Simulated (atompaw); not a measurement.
# bromine: variants of one PAW (atompaw) potential

Base potential:

| Item | Value |
| --- | --- |
| Element | Br |
| Generator | atompaw 4.2.0.5 |
| Type | PAW |
| Functional | PBE |
| Relativity | scalar-relativistic |
| Frozen core | [Ar] 3d10 |
| Valence charge | 7 |
| Reference configuration | 4s1.75 4p5.25 |
| Partial waves | 4s (bound): rc 1.40 bohr; 4s channel at -0.1 Ry: rc 1.70 bohr; 4p (bound): rc 1.70 bohr; 4p channel at 1.65 Ry: rc 1.70 bohr; 4d channel at 0.1 Ry: rc 1.70 bohr; 4d channel at 2.05 Ry: rc 1.70 bohr |
| Local potential | bessel scheme, radius 1.70 bohr |
| Core correction | smooth core density matched at 1.45 bohr |
| Augmentation charge | besselshape compensation charge, radius 1.55 bohr; PAW radius 1.70 bohr; waves and projectors: custom polynom2 7 10 vanderbiltortho |

All-electron outer shells of the reference configuration (PBE, scalar-relativistic, ld1.x):

| shell | level (eV) | outermost node (bohr) | outermost maximum (bohr) |
| --- | --- | --- | --- |
| 3p | -173.89 | 0.21 | 0.48 |
| 3d | -67.11 | – | 0.43 |
| 4s | -20.34 | 0.67 | 1.41 |
| 4p | -8.01 | 0.70 | 1.66 |

Cutoffs, loose and tight: the cutoffs (Ry, on a coarse ladder) from which the occupation-weighted sum of valence levels, in a spherical-Bessel basis at the reference potential, stays within 10 and 1 mRy of its value at 400 Ry. They see the waves, projectors and local potential, not the compensation charge or the core. A dash means not determined.

A true bound ghost makes a file unfit for plane-wave use even where its test errors are small: the radial tests pick states by their node count and pass the ghost by.

Cutoffs are not given where the Bessel-basis levels miss the radial ones by over 6 mRy, ghosts where they miss by over 20 mRy; a channel whose overlap is not positive is not tested.

| change | outcome | cutoff, loose | cutoff, tight | bound ghosts |
| --- | --- | --- | --- | --- |
| base | generated | 18 Ry | 25 Ry | d |
| wave 4p channel at 1.65 Ry: rc 1.70 bohr becomes 4p channel at 1.65 Ry: rc 1.56 bohr | generated | 18 Ry | 25 Ry | d |
| core correction smooth core density matched at 0.72 bohr | generated | 18 Ry | 25 Ry | d |
| augmentation besselshape compensation charge, radius 1.55 bohr; PAW radius 1.70 bohr; waves and projectors: custom rrkj vanderbiltortho | generated | 18 Ry | 40 Ry | none |
| local potential troulliermartins scheme with l = 3 at 0 Ry, radius 1.70 bohr | failed: atompaw: The overlap operator has at least one negative eigenvalue! | – | – | – |
| augmentation besselshape compensation charge, radius 1.55 bohr; PAW radius 1.70 bohr; waves and projectors: custom rrkj gramschmidtortho | generated | 18 Ry | 40 Ry | none |
| all radii scaled by about 1.15 (s 1.62, p 1.96, d 1.96 bohr); local potential bessel scheme, radius 1.96 bohr; augmentation besselshape compensation charge, radius 1.80 bohr; PAW radius 1.96 bohr; waves and projectors: custom polynom2 7 10 vanderbiltortho; core correction smooth core density matched at 1.68 bohr | generated | 15 Ry | 21 Ry | none |
| wave 4s channel at -0.1 Ry: rc 1.70 bohr becomes 4s channel at -0.42 Ry: rc 1.70 bohr | generated | 18 Ry | 25 Ry | d |
| local potential bessel scheme, radius 0.94 bohr | generated | 18 Ry | 25 Ry | s |
| wave 4p (bound): rc 1.70 bohr becomes 4p (bound): rc 1.14 bohr | failed: atompaw: The overlap operator has at least one negative eigenvalue! | – | – | – |

Task: What comes out with this change to the base: core [Ar], valence charge 17; reference 3d10 4s2 4p5; waves now 4s (bound): rc 1.55 bohr; 4s channel at 0.75 Ry: rc 1.55 bohr; 4p (bound): rc 1.60 bohr; 4p channel at -0.2 Ry: rc 1.60 bohr; 3d (bound): rc 1.15 bohr; 3d channel at -4.6 Ry: rc 1.15 bohr; 4f channel at 0.05 Ry: rc 1.60 bohr; local potential bessel scheme, radius 1.50 bohr; augmentation besselshape compensation charge, radius 1.20 bohr; PAW radius 1.60 bohr; waves and projectors: custom polynom2 7 10 vanderbiltortho?

Result: outcome: generated; bound ghosts: none.
